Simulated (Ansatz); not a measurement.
Job for Ansatz (a first-principles code): U-B2PLYP/def2-TZVPP on IrO, 2S+1 = 4, a spin state set in the input, which need not be the lowest, a point of a bond scan (R = 1.714 Å). Elements past Kr take the def2 small-core potentials; no spin–orbit coupling.

Ansatz 0.2 input:
```yaml
crystal:
  periodic: [false, false, false]
  atoms:
    - {symbol: Ir, position_ang: [0.00000000, 0.00000000, 0.00000000]}
    - {symbol: O, position_ang: [0.00000000, 0.00000000, 1.71375800]}
basis:
  gaussian:
    orbitals: def2-TZVPP
    pivot_positions_ang: [[0.00000000, 0.00000000, 0.00000000], [0.00000000, 0.00000000, 1.71375800]]
hamiltonian:
  xc: {name: B2PLYP}
magnetization: {spin_polarized: true, initial_magnetization: 3}
correlation: {electrons: valence}
output: {orbitals: {seedname: ./end}}
```

The log:

```
WARN ansatz: RAYON_NUM_THREADS=1 ignored (pool sized by the plan → 1); use --threads N
Functional definition: B2PLYP
integrals: 0.04 GiB planned
632 factors; integrals over basis functions are off by at most 4.0e-4 eV
mean field: 0.30 GiB planned
mean field evaluation 1: about -4869.1878 eV, gradient 3.0e1 eV
mean field evaluation 2: about -4869.3427 eV, gradient 3.0e1 eV
mean field evaluation 4: about -4872.2454 eV, gradient 1.0e1 eV
mean field evaluation 8: about -4872.6304 eV, gradient 8.0e-1 eV
mean field evaluation 16: about -4872.6392 eV, gradient 3.8e-3 eV
mean field evaluation 32: about -4872.6392 eV, gradient 8.4e-5 eV
mean field evaluation 64: about -4872.6636 eV, gradient 2.5e-1 eV
mean field evaluation 96: about -4872.5063 eV, gradient 5.9e0 eV
mean field -4872.77893624 eV, -179.0713230186 hartree, gradient 3.2e-6 eV, S^2 3.779715; 12 other end points of the search recorded, 0 dependent functions left out
1 core orbitals not correlated
reference -4872.77904581 eV, -179.0713270451 hartree; 13, 10 occupied and 73, 76 virtual orbitals, 632 factors
second order -26.46911310 eV of doubles, -0.00000000 eV of singles
Total energy: -4879.92570634 eV, -179.3339619756 hartree
```

Self-consistency was reached.

Cost: about 7 core-seconds (a rough figure).
